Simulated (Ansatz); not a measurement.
# Nudged elastic band run: BF2H4NO

input.yaml

```yaml
crystal:
  periodic: [false, false, false]
  atoms:
    - { symbol: B, position_ang: [-0.063285, 0.123902, 0.28526] }
    - { symbol: F, position_ang: [-0.235367, -0.631505, 1.428762] }
    - { symbol: F, position_ang: [1.165764, -0.127362, -0.292475] }
    - { symbol: O, position_ang: [-1.16184, 0.18743, -0.589851] }
    - { symbol: H, position_ang: [-1.336896, -0.684178, -0.984883] }
    - { symbol: "N", position_ang: [0.034057, 1.674791, 0.819704] }
    - { symbol: H, position_ang: [0.941609, 2.075395, 0.538584] }
    - { symbol: H, position_ang: [-0.744231, 2.187389, 0.375031] }
    - { symbol: H, position_ang: [-0.061613, 1.68594, 1.846269] }
basis:
  gaussian: { orbitals: def2-SVP }
hamiltonian:
  xc: lda
neb:
  order_check: false
  images: 5
  f_tol: 0.03
  max_iterations: 60
  final_atoms:
    - { symbol: B, position_ang: [-0.03396947, 0.50148323, -0.17470288] }
    - { symbol: F, position_ang: [-0.25773158, -0.1769885, 2.19712762] }
    - { symbol: F, position_ang: [1.0743228, -0.2062199, -0.38688712] }
    - { symbol: O, position_ang: [-1.23125598, 0.11937601, -0.66033817] }
    - { symbol: H, position_ang: [-1.21208905, -0.79390511, -1.00116552] }
    - { symbol: "N", position_ang: [0.06932488, 1.7389397, 0.54437246] }
    - { symbol: H, position_ang: [0.98612098, 2.19139917, 0.6102434] }
    - { symbol: H, position_ang: [-0.70896937, 2.40162975, 0.47265049] }
    - { symbol: H, position_ang: [-0.14755522, 0.71608766, 1.82510071] }
  initial_path:
    images:
      - { positions_ang: [[-0.063285, 0.123902, 0.28526], [-0.235367, -0.631505, 1.428762], [1.165764, -0.127362, -0.292475], [-1.16184, 0.18743, -0.589851], [-1.336896, -0.684178, -0.984883], [0.034057, 1.674791, 0.819704], [0.941609, 2.075395, 0.538584], [-0.744231, 2.187389, 0.375031], [-0.061613, 1.68594, 1.846269]] }
      - { positions_ang: [[-0.03256674, 0.08549946, 0.18918996], [-0.17527268, -0.4275002, 1.50740804], [1.17837428, -0.07335757, -0.39641756], [-1.15960276, 0.12654127, -0.64943914], [-1.44557569, -0.74007552, -0.85654331], [0.04208399, 1.70093646, 0.75051252], [0.76105139, 2.03812805, 0.89013708], [-0.5850853, 2.30572867, 0.24453047], [-0.04520849, 1.47590136, 1.74702295]] }
      - { positions_ang: [[-0.00184848, 0.04709693, 0.09311992], [-0.11517836, -0.2234954, 1.58605408], [1.19098455, -0.01935314, -0.50036013], [-1.15736552, 0.06565254, -0.70902728], [-1.55425538, -0.79597303, -0.72820363], [0.05011098, 1.72708192, 0.68132105], [0.58049378, 2.0008611, 1.24169016], [-0.4259396, 2.42406835, 0.11402994], [-0.02880397, 1.26586273, 1.64777689]] }
      - { positions_ang: [[0.02886978, 0.00869439, -0.00295013], [-0.05508403, -0.01949059, 1.66470013], [1.20359483, 0.03465129, -0.60430269], [-1.15512828, 0.00476381, -0.76861543], [-1.66293507, -0.85187055, -0.59986394], [0.05813797, 1.75322738, 0.61212957], [0.39993617, 1.96359415, 1.59324324], [-0.2667939, 2.54240802, -0.01647059], [-0.01239946, 1.05582409, 1.54853084]] }
      - { positions_ang: [[0.00792336, 0.17295734, -0.06020104], [-0.12263321, -0.0719899, 1.84217596], [1.16050415, -0.04563911, -0.53183083], [-1.18050418, 0.04296788, -0.73252301], [-1.51265307, -0.83254874, -0.73363114], [0.06186694, 1.74846482, 0.58954387], [0.59533111, 2.03952916, 1.26557662], [-0.41418572, 2.49548193, 0.14656977], [-0.05745138, 0.94257861, 1.6407208]] }
      - { positions_ang: [[-0.01302305, 0.33722028, -0.11745196], [-0.19018239, -0.1244892, 2.01965179], [1.11741348, -0.1259295, -0.45935898], [-1.20588008, 0.08117194, -0.69643059], [-1.36237106, -0.81322693, -0.86739833], [0.06559591, 1.74370226, 0.56695817], [0.79072604, 2.11546417, 0.93791001], [-0.56157755, 2.44855584, 0.30961013], [-0.1025033, 0.82933314, 1.73291076]] }
      - { positions_ang: [[-0.03396947, 0.50148323, -0.17470288], [-0.25773158, -0.1769885, 2.19712762], [1.0743228, -0.2062199, -0.38688712], [-1.23125598, 0.11937601, -0.66033817], [-1.21208905, -0.79390511, -1.00116552], [0.06932488, 1.7389397, 0.54437246], [0.98612098, 2.19139917, 0.6102434], [-0.70896937, 2.40162975, 0.47265049], [-0.14755522, 0.71608766, 1.82510071]] }
```

Command:

```bash
$ ansatz run input.yaml --threads 2 --pin off --max-ram 3072MiB --backend cpu --events-out ev --progress --plain --runs-dir out
```

Output, in part (warnings, iteration lines, the closing report on the highest movable image, with atoms numbered from 0):

```
NEB end point (image 0): max|allowed force component| = 2.732e-2 eV/Å (the criterion of neb.relax_end_points is 1.000e-2)
NEB end point (image 6): max|allowed force component| = 2.349e-2 eV/Å (the criterion of neb.relax_end_points is 1.000e-2)
NEB iter   1: max|band force component| = 1.677e1 eV/Å  barrier→ = 5.4171 eV  barrier← = 4.4641 eV  Δτ_max = 0.1990 Å  (185 SCF iters)
NEB iter   2: max|band force component| = 3.366e0 eV/Å  barrier→ = 3.5384 eV  barrier← = 2.5854 eV  Δτ_max = 0.1955 Å  (169 SCF iters)
NEB iter   3: max|band force component| = 2.768e0 eV/Å  barrier→ = 2.0604 eV  barrier← = 1.1074 eV  Δτ_max = 0.1986 Å  (143 SCF iters)
NEB iter   4: max|band force component| = 2.325e0 eV/Å  barrier→ = 1.3752 eV  barrier← = 0.4222 eV  Δτ_max = 0.2000 Å  (158 SCF iters)
NEB iter   5: max|band force component| = 1.709e0 eV/Å  barrier→ = 1.1794 eV  barrier← = 0.2264 eV  Δτ_max = 0.1994 Å  (151 SCF iters)
NEB iter   6: max|band force component| = 1.224e0 eV/Å  barrier→ = 1.0781 eV  barrier← = 0.1251 eV  Δτ_max = 0.2000 Å  (149 SCF iters)
NEB iter   7: max|band force component| = 7.796e-1 eV/Å  barrier→ = 1.0712 eV  barrier← = 0.1182 eV  Δτ_max = 0.1977 Å  (147 SCF iters)
NEB iter   8: max|band force component| = 4.772e-1 eV/Å  barrier→ = 1.0546 eV  barrier← = 0.1016 eV  CI = image 5  Δτ_max = 0.1956 Å  (149 SCF iters)
NEB iter   9: max|band force component| = 3.991e-1 eV/Å  barrier→ = 1.0521 eV  barrier← = 0.0991 eV  CI = image 5  Δτ_max = 0.1847 Å  (144 SCF iters)
NEB iter  10: max|band force component| = 4.670e-1 eV/Å  barrier→ = 1.0529 eV  barrier← = 0.0999 eV  CI = image 5  Δτ_max = 0.0936 Å  (147 SCF iters)
NEB iter  11: max|band force component| = 2.518e-1 eV/Å  barrier→ = 1.0459 eV  barrier← = 0.0929 eV  CI = image 5  Δτ_max = 0.0947 Å  (138 SCF iters)
NEB iter  12: max|band force component| = 2.209e-1 eV/Å  barrier→ = 1.0454 eV  barrier← = 0.0924 eV  CI = image 5  Δτ_max = 0.0785 Å  (137 SCF iters)
NEB iter  13: max|band force component| = 1.890e-1 eV/Å  barrier→ = 1.0453 eV  barrier← = 0.0923 eV  CI = image 5  Δτ_max = 0.0949 Å  (144 SCF iters)
NEB iter  14: max|band force component| = 2.612e-1 eV/Å  barrier→ = 1.0452 eV  barrier← = 0.0922 eV  CI = image 5  Δτ_max = 0.0474 Å  (147 SCF iters)
NEB iter  15: max|band force component| = 1.003e-1 eV/Å  barrier→ = 1.0452 eV  barrier← = 0.0922 eV  CI = image 5  Δτ_max = 0.0220 Å  (137 SCF iters)
NEB iter  16: max|band force component| = 3.282e-2 eV/Å  barrier→ = 1.0451 eV  barrier← = 0.0922 eV  CI = image 5  Δτ_max = 0.0947 Å  (141 SCF iters)
NEB iter  17: max|band force component| = 1.182e-1 eV/Å  barrier→ = 1.0451 eV  barrier← = 0.0922 eV  CI = image 5  Δτ_max = 0.0473 Å  (129 SCF iters)
NEB iter  18: max|band force component| = 9.843e-2 eV/Å  barrier→ = 1.0451 eV  barrier← = 0.0922 eV  CI = image 5  Δτ_max = 0.0474 Å  (129 SCF iters)
NEB iter  19: max|band force component| = 1.192e-1 eV/Å  barrier→ = 1.0451 eV  barrier← = 0.0922 eV  CI = image 5  Δτ_max = 0.0473 Å  (128 SCF iters)
NEB iter  20: max|band force component| = 1.520e-1 eV/Å  barrier→ = 1.0451 eV  barrier← = 0.0922 eV  CI = image 5  Δτ_max = 0.0474 Å  (129 SCF iters)
NEB iter  21: max|band force component| = 1.100e-1 eV/Å  barrier→ = 1.0451 eV  barrier← = 0.0922 eV  CI = image 5  Δτ_max = 0.0443 Å  (130 SCF iters)
NEB iter  22: max|band force component| = 2.262e-1 eV/Å  barrier→ = 1.0451 eV  barrier← = 0.0922 eV  CI = image 5  Δτ_max = 0.0069 Å  (136 SCF iters)
NEB iter  23: max|band force component| = 7.172e-2 eV/Å  barrier→ = 1.0451 eV  barrier← = 0.0922 eV  CI = image 5  Δτ_max = 0.0024 Å  (129 SCF iters)
NEB iter  24: max|band force component| = 5.422e-3 eV/Å  barrier→ = 1.0451 eV  barrier← = 0.0922 eV  CI = image 5  Δτ_max = 0.0000 Å  (238 SCF iters)
Total energy: -9639.95967241 eV, -354.2619837618 hartree
Atom 0 at    -0.049858     0.392843     0.044262 Å, force     0.000152    -0.000229     0.000030 eV/Å
Atom 1 at    -0.257548    -0.215119     1.793130 Å, force     0.000043     0.000123    -0.000019 eV/Å
Atom 2 at     1.098117    -0.220183    -0.280526 Å, force    -0.000354     0.000233     0.000076 eV/Å
Atom 3 at    -1.214108     0.124870    -0.602093 Å, force     0.000140     0.000016     0.000019 eV/Å
Atom 4 at    -1.228504    -0.779456    -0.964081 Å, force    -0.000007     0.000016    -0.000006 eV/Å
Atom 5 at     0.057295     1.746972     0.671949 Å, force     0.000080    -0.000078    -0.000084 eV/Å
Atom 6 at     0.977478     2.195869     0.596842 Å, force     0.000010     0.000036     0.000008 eV/Å
Atom 7 at    -0.699604     2.395496     0.424999 Å, force    -0.000019     0.000027    -0.000005 eV/Å
Atom 8 at    -0.145071     0.850511     1.741919 Å, force    -0.000044    -0.000145    -0.000019 eV/Å
Dipole moment:    -0.023934     0.465234    -0.142740 e Å
```

The run converged. A vibrational analysis at the climbing image gives one clearly imaginary mode, 365i cm⁻¹: a first-order saddle point. The orbitals stay closed-shell, which can raise the energy where a bond breaks towards radicals; this wasn't checked here.

Final band (atoms are numbered from 1 in the order of the input):

```
image  path coordinate (Å)  energy (eV)  B1–F2 (Å)  N6–H9 (Å)  F2–H9 (Å)
    0                 0.00         0.00       1.38       1.03       2.36
    1                 0.25         0.04       1.39       1.03       2.10
    2                 0.49         0.17       1.42       1.04       1.81
    3                 0.74         0.46       1.49       1.09       1.51
    4                 0.98         0.88       1.65       1.22       1.26
    5                 1.23         1.05       1.86       1.41       1.07
    6                 1.76         0.95       2.48       1.65       0.97
```

The run took 74 s on 2 threads of Intel(R) Xeon(R) Platinum 8488C (Sapphire Rapids), with other jobs on the host, peak memory 0.14 GiB.
